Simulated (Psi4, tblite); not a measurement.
Interaction energy of C2H4 ··· H4O4Si (SMILES C=C and O[Si](O)(O)O), singlet. Monomers: optimised at B3LYP-D3(BJ) (def2-TZVP), held rigid. Orientation: lowest of the rigid-body minima from ten starts at GFN2-xTB. R is the distance of the centres of mass, along which the second monomer moves. The table gives interaction energies.

```json
[
 {"R / Å": "3.24", "A": "3.29", "B": "8.70"},
 {"R / Å": "3.44", "A": "-0.96", "B": "2.29"},
 {"R / Å": "3.67", "A": "-2.79", "B": "-1.25"},
 {"R / Å": "3.84", "A": "-3.07", "B": "-2.40"},
 {"R / Å": "4.03", "A": "-2.90", "B": "-2.87"},
 {"R / Å": "4.22", "A": "-2.54", "B": "-2.88"},
 {"R / Å": "4.56", "A": "-1.87", "B": "-2.40"},
 {"R / Å": "4.80", "A": "-1.48", "B": "-1.96"},
 {"R / Å": "5.33", "A": "-0.88", "B": "-1.16"},
 {"R / Å": "6.07", "A": "-0.43", "B": "-0.55"},
 {"R / Å": "7.02", "A": "-0.18", "B": "-0.23"},
 {"R / Å": "8.36", "A": "-0.06", "B": "-0.08"}
]
```

Energies in kcal/mol.

Task: Which curve belongs to which method? The methods are GFN2-xTB run with tblite; SAPT0/jun-cc-pVDZ, frozen core in Psi4.

Result: A is GFN2-xTB; B is SAPT0/jun-cc-pVDZ.
